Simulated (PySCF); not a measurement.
What went wrong, or what changed?

The sound run of Ce(SH)4 (singlet) uses PySCF 2.14.0, RKS PBE, Ce lcecp-2-SVP with ECP46, S def2-SVP, H def2-SVP; non-relativistic Hamiltonian with scalar-relativistic core potentials where named; density fitting; no spin-orbit coupling, grid (50, 194), threshold 1e-8 and 55 cycles at the relaxed geometry. This run, with dm0 from free metal ions and neutral atoms, differs:

```python
mol = gto.M(atom='''
Ce    -0.00000     0.00000    -0.00002
S      1.63944     1.33947     1.52072
H      2.73664     1.01289     0.77311
S     -1.63944    -1.33947     1.52072
H     -2.73664    -1.01289     0.77311
S      1.33948    -1.63941    -1.52078
H      1.01311    -2.73670    -0.77304
S     -1.33948     1.63941    -1.52078
H     -1.01311     2.73670    -0.77304''',
    basis={'Ce': 'lcecp-2-SVP', 'S': 'def2-SVP', 'H': 'def2-SVP'},
    ecp={'Ce': 'lcecp-2-SVP'},
    charge=0, spin=0)
mf = dft.RKS(mol, xc='PBE')
mf.grids.atom_grid = (50, 194)  # f atoms: unpruned, at least (60, 302)
mf = mf.density_fit()  # fitting sets: Ce AutoAux, S def2-universal-JKFIT, H def2-universal-JKFIT
mf.conv_tol = 1e-08; mf.max_cycle = 5
mf.kernel(dm0)
```

What was changed, and how did it end?

The cycle limit was cut. The SCF did not converge. These settings are unsound on purpose: the numbers aren't the compound's.
```
init E= -1659.45212183455
cycle= 1 E= -1630.66565619352  delta_E= 28.8  |g|= 2.77  |ddm|=  5.2
cycle= 2 E= -1628.80014611426  delta_E= 1.87  |g|=  3.4  |ddm|= 7.88
cycle= 3 E= -1632.69676075297  delta_E= -3.9  |g|= 0.363  |ddm|= 5.36
cycle= 4 E= -1632.71639814262  delta_E= -0.0196  |g|= 0.325  |ddm|= 1.09
cycle= 5 E= -1632.75916336326  delta_E= -0.0428  |g|= 0.0435  |ddm|= 0.496
SCF not converged.
```

Run from Python with OMP_NUM_THREADS=2; the lines above give its settings.
It took 9.8 s on 2 threads of Intel(R) Xeon(R) Processor @ 2.50GHz (Skylake/Cascade Lake) (shared host).

No frequency check is given that shows the relaxed geometry to be a minimum.
